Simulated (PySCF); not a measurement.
C4H12Si2, SMILES C=C(C)[SiH2][SiH2]C. Atoms are numbered in the order given.

```xyz
18

C     -2.6537    -0.8982     0.7488
C     -1.8399    -0.2144    -0.0858
C     -2.2682     1.0627    -0.7663
Si    -0.0778    -0.8331    -0.3999
Si     1.5158     0.6815     0.4535
C      3.2923     0.1362     0.0682
H     -3.6782    -0.5451     0.9687
H     -2.3376    -1.8312     1.2434
H     -1.6017     1.9098    -0.4944
H     -3.3078     1.3437    -0.4999
H     -2.2083     0.9685    -1.8721
H      0.1038    -2.1878     0.2369
H      0.1630    -0.9755    -1.8857
H      1.2563     2.0445    -0.1440
H      1.3198     0.8085     1.9443
H      4.0245     0.8635     0.4731
H      3.4489     0.0589    -1.0265
H      3.5040    -0.8548     0.5173
```

Geometry optimised at PBE-D3(BJ)/def2-SVP. This is a generated structure with no PubChem entry under its InChIKey; it may be hypothetical. One conformer was computed; it need not be the lowest.

All values below come from PBE-D3(BJ)/def2-SVP in PySCF.

Frequencies are harmonic and unscaled.

Question: Give all harmonic wavenumbers and intensities. (Estimate from the structure and the level; the computed values follow.)

Answer: 
| mode | ν (cm⁻¹) | IR (km/mol) | moving atoms (share of kinetic energy) |
|---|---|---|---|
| 1 | 33 | 0.4 | C 37 %, H 37 %, Si 26 % |
| 2 | 46 | 0.0 | C 48 %, H 29 %, Si 23 % |
| 3 | 76 | 0.4 | C 40 %, Si 36 %, H 25 % |
| 4 | 154 | 0.1 | H 87 % |
| 5 | 155 | 0.1 | H 39 %, C 37 %, Si 24 % |
| 6 | 167 | 0.5 | H 88 %, C 8 % |
| 7 | 236 | 0.5 | C 52 %, H 40 %, Si 9 % |
| 8 | 340 | 5.0 | H 58 %, C 24 %, Si 18 % |
| 9 | 344 | 10.2 | H 62 %, C 21 %, Si 17 % |
| 10 | 378 | 5.9 | C 46 %, H 30 %, Si 24 % |
| 11 | 438 | 2.7 | Si 61 %, H 22 %, C 18 % |
| 12 | 483 | 1.2 | H 80 %, Si 16 % |
| 13 | 603 | 6.0 | C 42 %, H 36 %, Si 22 % |
| 14 | 609 | 6.1 | H 75 %, Si 13 %, C 12 % |
| 15 | 636 | 85.9 | H 91 % |
| 16 | 666 | 4.5 | H 69 %, C 22 %, Si 9 % |
| 17 | 681 | 77.9 | H 50 %, C 26 %, Si 24 % |
| 18 | 713 | 6.1 | H 91 % |
| 19 | 763 | 205.0 | H 80 %, Si 13 % |
| 20 | 851 | 99.8 | H 78 %, Si 11 %, C 10 % |
| 21 | 857 | 28.7 | H 79 %, C 17 % |
| 22 | 887 | 18.8 | H 95 % |
| 23 | 903 | 46.5 | H 88 %, C 9 % |
| 24 | 905 | 76.8 | H 80 %, C 18 % |
| 25 | 933 | 3.5 | C 52 %, H 48 % |
| 26 | 970 | 2.1 | H 74 %, C 26 % |
| 27 | 1013 | 0.2 | H 66 %, C 34 % |
| 28 | 1183 | 0.7 | C 66 %, H 33 % |
| 29 | 1212 | 6.5 | H 80 %, C 20 % |
| 30 | 1334 | 4.4 | H 79 %, C 21 % |
| 31 | 1368 | 1.0 | H 84 %, C 16 % |
| 32 | 1385 | 5.0 | H 96 % |
| 33 | 1386 | 3.5 | H 96 % |
| 34 | 1396 | 9.7 | H 97 % |
| 35 | 1410 | 11.3 | H 94 % |
| 36 | 1633 | 1.6 | C 89 %, H 10 % |
| 37 | 2120 | 87.6 | H 97 % |
| 38 | 2129 | 56.1 | H 97 % |
| 39 | 2138 | 67.5 | H 97 % |
| 40 | 2147 | 140.8 | H 96 % |
| 41 | 2951 | 18.7 | H 97 % |
| 42 | 2979 | 4.6 | H 97 % |
| 43 | 3025 | 8.3 | H 91 %, C 9 % |
| 44 | 3041 | 18.6 | H 94 % |
| 45 | 3051 | 14.7 | H 90 %, C 10 % |
| 46 | 3081 | 1.6 | H 91 %, C 9 % |
| 47 | 3082 | 2.1 | H 91 %, C 9 % |
| 48 | 3142 | 7.6 | H 90 %, C 10 % |
